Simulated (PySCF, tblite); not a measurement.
Compound: C5H13O2P.
Z-matrix (Å and degrees, GFN2-xTB geometry), rows numbered from 1:
```
C 
C   1  1.5225
C   2  1.5265  1  112.98
C   3  1.5228  2  111.29  1   173.96
P   3  1.8506  2  111.74  1   -61.99
C   5  1.8329  3  108.41  2   -60.99
O   5  1.4699  3  116.84  2    70.36
O   5  1.6205  3  102.59  2  -169.53
H   1  1.0875  2  110.44  3   -60.78
H   1  1.0880  2  110.38  3   179.35
H   1  1.0857  2  110.66  3    58.84
H   2  1.0946  1  109.32  3   120.73
H   2  1.0931  1  109.57  3  -121.97
H   3  1.0969  2  109.20  1    52.84
H   4  1.0867  3  110.67  2   174.44
H   4  1.0888  3  110.26  2   -65.34
H   4  1.0878  3  110.52  2    54.17
H   6  1.0843  5  111.40  3   -56.64
H   6  1.0876  5  106.84  3  -176.48
H   6  1.0855  5  109.57  3    65.85
H   8  0.9592  5  106.56  3  -125.34
```

The calculation used PBE0/pcSseg-1 in PySCF (dipole) on a GFN2-xTB geometry, gas phase.

Take the most abundant isotopes and a rigid rotor. The values belong to one conformer with, in the numbering `[CH3:1][CH2:2][C@@H:3]([CH3:4])[P@@:5]([CH3:6])(=[O:7])[OH:8]`, C1–C2–C3–C4 174°, C2–C3–P5–C6 -61°, C3–P5–O8–H -125°.

Give the principal moments of inertia and the rotational constants in MHz.

Ia = 241.11, Ib = 347.24, Ic = 435.95 u·Å²; 505379 MHz·u·Å²/I gives A = 2096, B = 1455, C = 1159 MHz.

What kind of rotor is it?

An asymmetric top: κ = (2 × 1455 − 2096 − 1159)/(2096 − 1159) = -0.37.

Is it planar, by Δ = Ic − Ia − Ib?

Not planar: Δ = Ic − Ia − Ib = -152.41 u·Å². For a rigid frame Δ = −2 Σ m c², so Σ m c² = 76.20 u·Å² lies off the ab plane: 22.59 from hydrogen and 53.61 from heavier atoms. The atom farthest from that plane is 2.30 Å away.

Give the coordinates in the principal-axis frame, origin at the centre of mass.

The sense of each axis is arbitrary; atoms in the order of the calculation.
| atom | mass (u) | a (Å) | b (Å) | c (Å) |
| --- | --- | --- | --- | --- |
| C1 | 12.000 | 2.414 | 1.158 | -0.141 |
| C2 | 12.000 | 2.018 | -0.252 | 0.273 |
| C3 | 12.000 | 0.760 | -0.750 | -0.434 |
| C4 | 12.000 | 0.482 | -2.210 | -0.106 |
| P5 | 30.974 | -0.712 | 0.296 | -0.031 |
| C6 | 12.000 | -1.005 | 0.212 | 1.777 |
| O7 | 15.995 | -0.736 | 1.655 | -0.592 |
| O8 | 15.995 | -1.939 | -0.570 | -0.640 |
| H9 | 1.008 | 2.623 | 1.196 | -1.208 |
| H10 | 1.008 | 3.307 | 1.474 | 0.395 |
| H11 | 1.008 | 1.612 | 1.859 | 0.069 |
| H12 | 1.008 | 2.837 | -0.941 | 0.044 |
| H13 | 1.008 | 1.859 | -0.285 | 1.354 |
| H14 | 1.008 | 0.886 | -0.634 | -1.518 |
| H15 | 1.008 | -0.465 | -2.527 | -0.534 |
| H16 | 1.008 | 1.273 | -2.844 | -0.505 |
| H17 | 1.008 | 0.442 | -2.358 | 0.971 |
| H18 | 1.008 | -1.136 | -0.812 | 2.109 |
| H19 | 1.008 | -1.909 | 0.782 | 1.976 |
| H20 | 1.008 | -0.176 | 0.677 | 2.301 |
| H21 | 1.008 | -2.415 | 0.012 | -1.235 |

Which lines would a microwave search look for?

The dipole components are |μa| = 0.46 D, |μb| = 2.28 D, |μc| = 1.13 D. Intensities carry the squares of the components, which stand as 0.04 : 1.00 : 0.25 (a : b : c). Some lines, for components of 0.1 D or more:

```
type  branch         J(Ka,Kc)   MHz  lower level (cm⁻¹)
   c       Q  2(1,2) ← 2(0,2)   426               0.259
   c       Q  1(1,1) ← 1(0,1)   641               0.087
   a       Q  2(1,1) ← 2(1,2)   888               0.273
   b       Q  1(1,0) ← 1(0,1)   937               0.087
   b       Q  2(1,1) ← 2(0,2)  1314               0.259
   c       Q  2(2,1) ← 2(1,1)  1922               0.303
   b       Q  2(2,0) ← 2(1,1)  2003               0.303
   a       R  1(0,1) ← 0(0,0)  2615               0.000
   b       Q  2(2,1) ← 2(1,2)  2810               0.273
   b       R  1(1,1) ← 0(0,0)  3255               0.000
   c       R  1(1,0) ← 0(0,0)  3551               0.000
   b       R  2(0,2) ← 1(1,1)  4507               0.109
   a       R  2(1,2) ← 1(1,1)  4933               0.109
   a       R  2(0,2) ← 1(0,1)  5148               0.087
   a       R  2(1,1) ← 1(1,0)  5526               0.118
   b       R  2(1,2) ← 1(0,1)  5574               0.087
   c       R  2(1,1) ← 1(0,1)  6462               0.087
   b       R  2(2,1) ← 1(1,0)  7447               0.118
   c       R  2(2,0) ← 1(1,0)  7529               0.118
   c       R  2(2,1) ← 1(1,1)  7744               0.109
   b       R  2(2,0) ← 1(1,1)  7825               0.109
```

Estimate the classical rotational partition function at 50 K, 200 K and 298.15 K.

Point group C1, symmetry number σ = 1; q = (√π/σ)·√((kT/h)³/(ABC)), k/h = 20836.6 MHz/K: 31700 at 50 K, 254000 at 200 K, 462000 at 298.15 K.

Its lowest GFN2-xTB frequency is 9i cm⁻¹, too small to tell a flat minimum from a shallow saddle. Zero-point vibration and centrifugal distortion are left out. A rigid rotor knows nothing of internal rotation, which can split or shift real lines.
